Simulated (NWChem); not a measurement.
# AlCl2F; SMILES [F][Al]([Cl])[Cl]

Program: NWChem. Pople sets run with spherical d functions. Medium grid unless said otherwise, to which SCAN and Minnesota functionals are sensitive. Geometry: optimised at PBE0/def2-SVP. Hybrids' shares of exact exchange are those that their runs print; pure functionals count as 0. The functionals differ in more than this share.

| row | share of exact exchange | highest occupied level (eV) |
|---|---|---|
| PBE/6-31G* | 0.00 | -8.12 |
| r2SCAN/6-31G* | 0.00 | -8.54 |
| B3LYP/6-31G* | 0.20 | -9.26 |
| M06/6-31G* | 0.27 | -9.56 |
| Hartree-Fock/6-31G* | 1.00 | withheld |

**Question.** Fit a straight line of the last column on the one before it, predict the withheld value, and compare with the run.

**Answer.** 
1. Means of the 4 shown rows: x = 0.118, y = -8.870. Slope Σ(x − x̄)(y − ȳ)/Σ(x − x̄)² = -0.2643/0.05768 = -4.583; intercept -8.331.
2. The shown rows scatter about the line by 0.149 (root mean square); the largest residual is +0.21, at PBE/6-31G*.
3. At x = 1.00 (Hartree-Fock/6-31G*; beyond the shown range) the line gives -12.91.
4. The run gives -13.01, -0.10 from the line, 0.7 times the scatter.
